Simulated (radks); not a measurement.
Results of a calculation; reference values are marked as such.
Coulomb parameter of the 5d shell of neutral rhenium in the model configuration [Xe] 4f14 5d3.5 6s2 6p1.5, as a second difference U = [E(n + 0.25) + E(n - 0.25) - 2 E(n)] / (0.25)^2 with all orbitals relaxed. "Bare": the charge of the atom changes with n. "Screened": the 6p shell takes up the change at fixed total charge, which measures U(5d,5d) + U(6p,6p) - 2 U(5d,6p). Code: a radial shooting solver on a logarithmic mesh with Libxc functionals. Model: Dirac Kohn-Sham, PBE, spin-unpolarised, spherical densities, point nucleus; open shells are shared between the two j in proportion to 2j + 1.

case                          configuration  E - E(n) (eV)
start             [Xe] 4f14 5d3.5 6s2 6p1.5          0.000
bare +0.25       [Xe] 4f14 5d3.75 6s2 6p1.5         -2.229
bare -0.25       [Xe] 4f14 5d3.25 6s2 6p1.5          2.783
screened +0.25  [Xe] 4f14 5d3.75 6s2 6p1.25         -1.703
screened -0.25  [Xe] 4f14 5d3.25 6s2 6p1.75          1.835

U(bare) = 8.865 eV, U(screened by 6p) = 2.113 eV, against the Slater integral F0(5d,5d) = 13.736 eV with frozen orbitals. The step up makes a negative ion, whose loosely bound charge lowers the bare value.
